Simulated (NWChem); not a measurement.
System: YF3; SMILES [F][Y]([F])[F]

Results from NWChem. Coordinates come from a PBE-D3(BJ)/def2-SVP optimisation. Not confirmed as a minimum by frequencies. def2 effective core potentials on Y; no spin-orbit coupling. B3LYP is NWChem's, with the RPA form of VWN correlation. Field at 589 nm.

For level B3LYP/def2-SVP:

```
Item                              Result
--------------------------------  ------
isotropic polarisability (bohr³)    25.2
anisotropy (bohr³)                   9.7
```

How do the values read with level B3LYP/def2-SVPD instead?


| Item | Value |
|---|---|
| isotropic polarisability (bohr³) | 31.6 |
| anisotropy (bohr³) | 11.5 |
